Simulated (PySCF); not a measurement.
## Stationary points of GeBr₂⁺

All numbers come from PBE0/[Ge def2-TZVP, Br def2-TZVP], no relativity, density fitting, PySCF.

Relaxations began from a few typed shapes; open shells are unrestricted. The search is not exhaustive: other isomers or separated fragments can lie lower, and high-lying points may rest on an excited occupation.

```json
{"spin": "doublet", "group": "C2v", "bonds": "Ge–Br 2.233 Å (×2)", "angles": "Br–Ge–Br 121.7°", "imaginary modes (cm⁻¹)": "none", "ΔE (kJ/mol)": "0.0", "ΔE with ZPE (kJ/mol)": "0.0"}
{"spin": "doublet", "group": "D∞h", "bonds": "Ge–Br 2.298 Å (×2)", "angles": "Br–Ge–Br 180.0°", "imaginary modes (cm⁻¹)": "131i, 131i", "ΔE (kJ/mol)": "65.0", "ΔE with ZPE (kJ/mol)": "–"}
```

The lowest minimum found is the doublet C2v: Ge–Br 2.233 Å (×2); Br–Ge–Br 121.7°.
